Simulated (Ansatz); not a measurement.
# Cost against result

Saddle point of GeH2ClF3, closed shell (GeClF₃ ([F][Ge]([F])([F])[Cl]) + H₂ → GeHF₃ ([F][GeH]([F])[F]) + HCl; bonds formed: Ge1–H7, Cl2–H6; bonds broken: Ge1–Cl2, H6–H7), PBE0-D4/def2-TZVP structure:

Ge1  (-0.326, 0.339, 0.030)
Cl2  (0.907, -1.278, -1.308)
F3  (-1.153, 0.802, -1.395)
F4  (-1.642, -0.203, 0.980)
F5  (0.393, 1.833, 0.452)
H6  (1.062, -1.020, 0.187)
H7  (0.759, -0.473, 1.055)
(Å)

Barriers are electronic and count from the start structure reached by relaxing down the imaginary mode.

Computed with Ansatz 0.2.0 (basis: as named in each row); correlated methods freeze the cores. Filled d shells of the heavier atoms are correlated. The def2 sets are not built for correlating such inner shells, so the correlated values are less sure here. B3LYP uses VWN-RPA correlation. Extrapolation: Hartree–Fock as exp(−7.88 √X), correlation as X^−2.97.

Times are rough, for one single point on 8 threads of a shared host (Intel Xeon Platinum 8488C).

The estimate by CCSD(T) at an estimated basis limit (MP2 extrapolated from triple and quadruple zeta, plus CCSD(T) − MP2 in triple zeta) is 2.442 eV.

| method | basis | time (s) | barrier (eV) | method less estimate |
| --- | --- | --- | --- | --- |
| HF | STO-3G | under 1 | 4.360 | 1.917 |
| PBE-D4 | STO-3G | under 1 | 2.779 | 0.336 |
| SPW92 | def2-SVP | under 1 | 1.491 | -0.951 |
| PBE-D4 | def2-SVP | under 1 | 1.851 | -0.592 |
| B3LYP-D4 | 6-31G | under 1 | 2.500 | 0.057 |
| PBE0-D4 | def2-SVP | under 1 | 2.075 | -0.368 |
| SPW92 | def2-TZVPP | under 1 | 1.555 | -0.887 |
| PBE-D4 | def2-TZVPP | under 1 | 1.942 | -0.501 |
| BLYP-D4 | def2-TZVPP | under 1 | 2.146 | -0.297 |
| BHLYP-D4 | def2-TZVPP | 1 | 2.543 | 0.101 |
| PBE0-D4 | def2-TZVPP | 1 | 2.161 | -0.281 |
| B3LYP-D4 | def2-TZVPP | 1 | 2.296 | -0.146 |
| r2SCAN-D4 | def2-TZVPP | 1 | 2.111 | -0.331 |
| CAM-B3LYP-D4 | def2-TZVPP | 1 | 2.357 | -0.086 |
| wB97M-V | def2-SVP | 2 | 2.208 | -0.234 |
| r2SCAN0-D4 | def2-TZVPP | 2 | 2.268 | -0.175 |
| RPA on PBE | def2-TZVPP | 2 | 2.417 | -0.026 |
| B2PLYP | def2-TZVPP | 2 | 2.384 | -0.058 |
| PBE-QIDH | def2-TZVPP | 2 | 2.358 | -0.084 |
| B97M-V | def2-TZVPP | 2 | 2.219 | -0.224 |
| CCSD(T) | def2-SVP | 2 | 2.495 | 0.053 |
| wB97X-V | def2-TZVPP | 2 | 2.402 | -0.040 |
| wB97M-V | def2-TZVPP | 3 | 2.354 | -0.088 |
| MP2 | def2-QZVPP | 7 | 2.453 | 0.011 |
| CCSD(T) | def2-TZVPP | 41 | 2.445 | 0.003 |

All methods are single points on the PBE0-D4 structures.

T1 diagnostic: at most 0.013.

Labels in which every atom is bracketed show which atoms are joined, not bond orders.
